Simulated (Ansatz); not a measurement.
Start from `NC([SiH3])[SiH3]` and change one atom or group to get `[SiH3]C([SiH3])S`.

Ansatz, PBE0-D4/def2-TZVP geometries, multiplicity 1. Each molecule was computed in one conformer, which needn't be the lowest.

```
                             property  `NC([SiH3])[SiH3]`
  LUMO energy (B3LYP/def2-TZVPP) / eV               -0.06
  HOMO energy (B3LYP/def2-TZVPP) / eV               -6.56
LUMO energy (ωB97M-V/def2-TZVPP) / eV                1.74
   HOMO energy (PBE0/def2-TZVPP) / eV               -6.78
    LUMO energy (PBE/def2-TZVPP) / eV               -0.65
HOMO energy (ωB97M-V/def2-TZVPP) / eV               -9.08
```

Q: What does the change do to each property? (Estimate.)

A: The calculation gave: 
```tsv
property	`[SiH3]C([SiH3])S`	shift
LUMO energy (B3LYP/def2-TZVPP) / eV	-0.54	-0.48
HOMO energy (B3LYP/def2-TZVPP) / eV	-6.60	-0.04
LUMO energy (ωB97M-V/def2-TZVPP) / eV	1.39	-0.35
HOMO energy (PBE0/def2-TZVPP) / eV	-6.82	-0.04
LUMO energy (PBE/def2-TZVPP) / eV	-1.22	-0.57
HOMO energy (ωB97M-V/def2-TZVPP) / eV	-9.00	0.08
```

Positive LUMOs are unbound, so they and the gaps depend on the basis.

B3LYP here is the variant with VWN-RPA as its local correlation; programs differ in this.
